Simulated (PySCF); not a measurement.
PySCF 2.14 output of an unrestricted PBE0 calculation on a single atom or ion in aug-cc-pVTZ-PP with ECP28MDF, with scalar relativity through the core potential:

```
SCF conv_tol = 1e-09
number electrons alpha = 8  beta = 4
    C. Adamo and V. Barone.,  J. Chem. Phys. 110, 6158 (1999)
    M. Ernzerhof and G. E. Scuseria.,  J. Chem. Phys. 110, 5029 (1999)
cycle= 1 E= -78.5163462740026  delta_E= -0.00343  |g|= 0.0146  |ddm|= 0.0889
cycle= 2 E= -78.5163987283729  delta_E= -5.25e-05  |g|= 0.00207  |ddm|= 0.00795
cycle= 3 E= -78.5163997983028  delta_E= -1.07e-06  |g|= 0.00022  |ddm|= 0.000867
cycle= 4 E= -78.5163998130778  delta_E= -1.48e-08  |g|= 1.53e-05  |ddm|= 0.000134
cycle= 5 E= -78.5163998131556  delta_E= -7.78e-11  |g|= 5.78e-06  |ddm|= 3.4e-05
converged SCF energy = -78.5163998131556  <S^2> = 6.0007189  2S+1 = 5.0002875
```

The run itself started from symmetry-adapted Hartree-Fock orbitals and held the occupation by maximum overlap, on a logarithmic radial grid, so the iterations belong to that start.

Question: Which element, charge and spin multiplicity is this?

Answer: Tc³⁺ (technetium, charge +3), multiplicity 5; the state was [Kr] 4d4, high-spin 5D determinant.

Energies and moments cover only the electrons outside the core potential.
